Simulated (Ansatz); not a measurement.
C5H3Br, SMILES C#CC(Br)=C=C.

Coordinates come from a PBE0-D3(BJ)/def2-SVP optimisation. The structure was generated by enumeration, and PubChem lists no compound with its InChIKey, so it may never have been made.

Two levels are set side by side: PBE/def2-SVPD (Ansatz, a program for electronic structure) and PBE0/def2-SVPD (Ansatz). Energy differences of separate SCF runs at the same geometry; the states with an electron removed or added have multiplicity 2 and 2. Differences are taken from unrounded values.

```json
[
 {"quantity": "vertical ionisation energy (eV)", "PBE0": "8.94", "PBE": "8.73", "PBE minus PBE0": "-0.21"},
 {"quantity": "vertical singlet–triplet gap (eV)", "PBE0": "3.44", "PBE": "3.36", "PBE minus PBE0": "-0.08"}
]
```
